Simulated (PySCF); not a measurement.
C₄H₇AlO (SMILES C=[CH][Al]([OH])[CH]=C), singlet, geometry from GFN2-xTB (such geometries of metal compounds can be far from the true shape); PBE0/6-31+G*, polarisability in PySCF.

The PySCF input:
```python
from pyscf import gto, scf, dft
from pyscf.prop import polarizability

mol = gto.M(
    atom='''
Al    0.04788534    0.25631704    0.58574341
C     0.18848900    1.49162924   -0.96577103
C    -0.12682521    1.19661842   -2.22399597
H     0.52651536    2.51372407   -0.77187731
H    -0.05421067    1.91147081   -3.03542566
H    -0.47793836    0.21577804   -2.50698752
C    -0.22910448   -1.70903270    0.46895412
C    -0.10662196   -2.44619685   -0.63157824
H    -0.47586764   -2.24262078    1.39141069
H    -0.24646767   -3.52091919   -0.64253418
H     0.14338716   -2.00653854   -1.58531224
O     0.17064081    0.91339327    2.08731377
H     0.24132181    1.29172921    2.95189844
''',
    basis='6-31+g*',
    verbose=4,
)

mf = dft.RKS(mol)
mf.xc = 'pbe0'
mf.kernel()
alpha = mf.Polarizability().polarizability()[2, 2]
print('alpha_zz =', alpha)
```

It wrote (shortened):

```
site-packages/pyscf/prop/efg/rhf.py:45: UserWarning: Module EFG is under testing
  warnings.warn('Module EFG is under testing')
site-packages/pyscf/prop/efg/dhf.py:30: UserWarning: Module EFG is under testing
  warnings.warn('Module EFG is under testing')
site-packages/pyscf/prop/zfs/uhf.py:40: UserWarning: Module ZFS is under testing
  warnings.warn('Module ZFS is under testing')
site-packages/pyscf/prop/gtensor/uhf.py:43: UserWarning: Module g-tensor is under testing
  warnings.warn('Module g-tensor is under testing')
site-packages/pyscf/prop/gtensor/uks.py:41: UserWarning: Module g-tensor is under testing
  warnings.warn('Module g-tensor is under testing')
site-packages/pyscf/prop/hfc/uks.py:35: UserWarning: Module HFC is under testing
  warnings.warn('Module HFC is under testing')
site-packages/pyscf/prop/magnetizability/rhf.py:39: UserWarning: Module magnetizability is under testing
  warnings.warn('Module magnetizability is under testing')
site-packages/pyscf/prop/magnetizability/uhf.py:37: UserWarning: Module magnetizability is under testing
  warnings.warn('Module magnetizability is under testing')
site-packages/pyscf/prop/magnetizability/rks.py:37: UserWarning: Module magnetizability is under testing
  warnings.warn('Module magnetizability is under testing')
site-packages/pyscf/prop/magnetizability/uks.py:39: UserWarning: Module magnetizability is under testing
  warnings.warn('Module magnetizability is under testing')
site-packages/pyscf/prop/polarizability/uhf.py:34: UserWarning: Module polarizability is under testing
  warnings.warn('Module polarizability is under testing')
site-packages/pyscf/prop/polarizability/rks.py:29: UserWarning: Module polarizability is under testing
  warnings.warn('Module polarizability is under testing')
site-packages/pyscf/prop/polarizability/uks.py:29: UserWarning: Module polarizability is under testing
  warnings.warn('Module polarizability is under testing')
PySCF version 2.14.0

[INPUT] verbose = 4
[INPUT] num. atoms = 13
[INPUT] num. electrons = 52
[INPUT] charge = 0
[INPUT] spin (= nelec alpha-beta = 2S) = 0
[INPUT] symmetry False subgroup None
[INPUT] Mole.unit = angstrom
[INPUT] Symbol           X                Y                Z      unit          X                Y                Z       unit  Magmom
[INPUT]  1 Al     0.047885340000   0.256317040000   0.585743410000 AA    0.090490177982   0.484369006659   1.106894624169 Bohr   0.0
[INPUT]  2 C      0.188489000000   1.491629240000  -0.965771030000 AA    0.356192587493   2.818770742993  -1.825042745739 Bohr   0.0
[INPUT]  3 C     -0.126825210000   1.196618420000  -2.223995970000 AA   -0.239664912590   2.261281089410  -4.202743285436 Bohr   0.0
[INPUT]  4 H      0.526515360000   2.513724070000  -0.771877310000 AA    0.994969830777   4.750250045027  -1.458636717666 Bohr   0.0
[INPUT]  5 H     -0.054210670000   1.911470810000  -3.035425660000 AA   -0.102443319329   3.612156326001  -5.736123168877 Bohr   0.0
[INPUT]  6 H     -0.477938360000   0.215778040000  -2.506987520000 AA   -0.903172604824   0.407761399295  -4.737519810503 Bohr   0.0
[INPUT]  7 C     -0.229104480000  -1.709032700000   0.468954120000 AA   -0.432944721111  -3.229603740926   0.886194851786 Bohr   0.0
[INPUT]  8 C     -0.106621960000  -2.446196850000  -0.631578240000 AA   -0.201486303264  -4.622642093274  -1.193509899835 Bohr   0.0
[INPUT]  9 H     -0.475867640000  -2.242620780000   1.391410690000 AA   -0.899259511143  -4.237939075458   2.629385130892 Bohr   0.0
[INPUT] 10 H     -0.246467670000  -3.520919190000  -0.642534180000 AA   -0.465756394860  -6.653572975825  -1.214213625872 Bohr   0.0
[INPUT] 11 H      0.143387160000  -2.006538540000  -1.585312240000 AA    0.270962462179  -3.791808298985  -2.995805955521 Bohr   0.0
[INPUT] 12 O      0.170640810000   0.913393270000   2.087313770000 AA    0.322464396574   1.726063124321   3.944451361333 Bohr   0.0
[INPUT] 13 H      0.241321810000   1.291729210000   2.951898440000 AA    0.456032128784   2.441014434001   5.578279599131 Bohr   0.0

nuclear repulsion = 246.907730897702
number of shells = 64
number of NR pGTOs = 238
number of NR cGTOs = 126
basis = 6-31+g*
ecp = {}

******** <class 'pyscf.dft.rks.RKS'> ********
method = RKS
initial guess = minao
damping factor = 0
level_shift factor = 0
DIIS = <class 'pyscf.scf.diis.CDIIS'>
diis_start_cycle = 1
diis_space = 8
diis_damp = 0
SCF conv_tol = 1e-09
SCF conv_tol_grad = None
SCF max_cycles = 50
direct_scf = True
direct_scf_tol = 1e-13
XC library pyscf.dft.libxc version 7.1.2
    S. Lehtola, C. Steigemann, M. J. T. Oliveira, and M. A. L. Marques,  SoftwareX 7, 1–5 (2018)
XC functionals = pbe0
    C. Adamo and V. Barone,  J. Chem. Phys. 110, 6158 (1999)
    M. Ernzerhof and G. E. Scuseria,  J. Chem. Phys. 110, 5029 (1999)
radial grids:
    Treutler-Ahlrichs [JCP 102, 346 (1995); DOI:10.1063/1.469408] (M4) radial grids

becke partition: Becke, JCP 88, 2547 (1988); DOI:10.1063/1.454033
pruning grids: <function nwchem_prune>
grids dens level: 3
symmetrized grids: False
atomic radii adjust function: <function treutler_atomic_radii_adjust>
small_rho_cutoff = 0
Set gradient conv threshold to 3.16228e-05
Initial guess from minao.
tot grids = 158392
init E= -474.220273189015
  HOMO = -0.313810997083861  LUMO = -0.110613151124796  gap/eV = 5.52930
cycle= 1 E= -473.733869634862  delta_E= 0.486  |g|= 0.835  |ddm|= 3.92
  HOMO = -0.140710476250018  LUMO = 0.00486929970739558  gap/eV = 3.96143
cycle= 2 E= -473.505876750046  delta_E= 0.228  |g|= 1.34  |ddm|= 1.81
  HOMO = -0.264313787740819  LUMO = -0.0327407939996855  gap/eV = 6.30142
cycle= 3 E= -473.877079630297  delta_E= -0.371  |g|= 0.157  |ddm|= 1.14
  HOMO = -0.278649070418386  LUMO = -0.0415064760395523  gap/eV = 6.45298
cycle= 4 E= -473.882787066935  delta_E= -0.00571  |g|= 0.0416  |ddm|= 0.216
  HOMO = -0.274043823016321  LUMO = -0.0380702294738922  gap/eV = 6.42117
cycle= 5 E= -473.883269099003  delta_E= -0.000482  |g|= 0.00439  |ddm|= 0.0548
  HOMO = -0.274028088015656  LUMO = -0.0377839216798757  gap/eV = 6.42853
cycle= 6 E= -473.88327308993  delta_E= -3.99e-06  |g|= 0.00179  |ddm|= 0.0153
  HOMO = -0.273965867005625  LUMO = -0.0378252913012265  gap/eV = 6.42571
cycle= 7 E= -473.883273712014  delta_E= -6.22e-07  |g|= 0.000841  |ddm|= 0.00241
  HOMO = -0.274038157073699  LUMO = -0.0378521893099384  gap/eV = 6.42695
cycle= 8 E= -473.883273911411  delta_E= -1.99e-07  |g|= 0.000102  |ddm|= 0.00153
  HOMO = -0.274025116734538  LUMO = -0.0378416047381487  gap/eV = 6.42688
cycle= 9 E= -473.883273915034  delta_E= -3.62e-09  |g|= 1.93e-05  |ddm|= 0.000301
  HOMO = -0.274026938644587  LUMO = -0.0378430533546479  gap/eV = 6.42689
cycle= 10 E= -473.883273915131  delta_E= -9.75e-11  |g|= 4.19e-06  |ddm|= 6.34e-05
  HOMO = -0.274027105386963  LUMO = -0.0378431176458287  gap/eV = 6.42689
Extra cycle  E= -473.883273915131  delta_E= 4.55e-13  |g|= 5.23e-06  |ddm|= 2.21e-05
converged SCF energy = -473.883273915131
Isotropic polarizability 72.5886809873
Polarizability anisotropy 34.2807219421
alpha_zz = 87.95983261538836
```
